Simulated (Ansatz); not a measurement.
Species: ethynyl(prop-2-ynyl)silane, C$_{5}$H$_{6}$Si (charge 0, singlet). 
Geometry from a B3LYP-D3(BJ)/def2-TZVP (Ansatz, an electronic-structure program) optimisation:
```xyz
12

C      3.0579     1.1372     0.2799
C      1.8598     1.1296     0.1985
C      0.4170     1.0429     0.0955
Si    -0.1361    -0.7620    -0.0584
C     -1.9588    -0.8082    -0.1844
C     -3.1620    -0.8129    -0.2660
H      4.1169     1.1632     0.3531
H     -0.0644     1.4813     0.9741
H      0.0539     1.5943    -0.7763
H      0.2882    -1.5182     1.1371
H      0.4509    -1.3626    -1.2731
H     -4.2235    -0.8222    -0.3383
```

Basis-set convergence of Hartree-Fock and MP2 correlation energies (hartree) with Ansatz. Cores are frozen in the correlated levels unless marked. No spin-orbit coupling. No relativistic terms.

| basis | functions | E(HF) | E(corr, MP2) |
|---|---|---|---|
| aug-cc-pV(D+d)Z | 201 | -481.67774 | -0.75929 |
| aug-cc-pV(T+d)Z | 423 | -481.73992 | -0.90491 |
| aug-cc-pV(Q+d)Z | 765 | -481.75379 | -0.95513 |

Extrapolating the two largest sets (X = 3 and 4) as X^-3: E(corr) = (64·(-0.95513) - 27·(-0.90491))/37 = -0.9918 Eh, an estimate of the basis-set limit. The largest set recovers 96.3 % of it, the smallest 76.6 %.
